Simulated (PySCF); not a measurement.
Mo(NMe)(S)(F)(SH) (CH₄FMoNS₂), SMILES C[N]=[Mo]([F])(=[S])[SH], multiplicity 1.

Geometry: r2SCAN-D4/def2-SVP. The multiplicity is an assumed one; other spin states were not compared. The def2 effective core potentials stand for the cores of Mo; spin–orbit coupling is left out. Other conformers were not sampled.

Two levels are set side by side: TDA-PBE/def2-SVPD (PySCF) and TDA-B3LYP/def2-SVPD (PySCF). Vertical, same geometry. The lowest singlet is HOMO→LUMO 89 % with PBE and HOMO→LUMO 84 %, HOMO→LUMO+1 13 % with the other functional; states are paired by order. Differences are taken from unrounded values.

| quantity | TDA-B3LYP | TDA-PBE | TDA-PBE minus TDA-B3LYP |
|---|---|---|---|
| lowest singlet excitation (eV) | 3.06 | 3.03 | -0.02 |
| lowest triplet excitation (TDA) (eV) | 2.68 | 2.67 | -0.01 |

Here PBE gives about what the other level gives.

Rough cost on one machine, each run with all the roots and properties that it gave: TDA-B3LYP against TDA-PBE about 2 times.
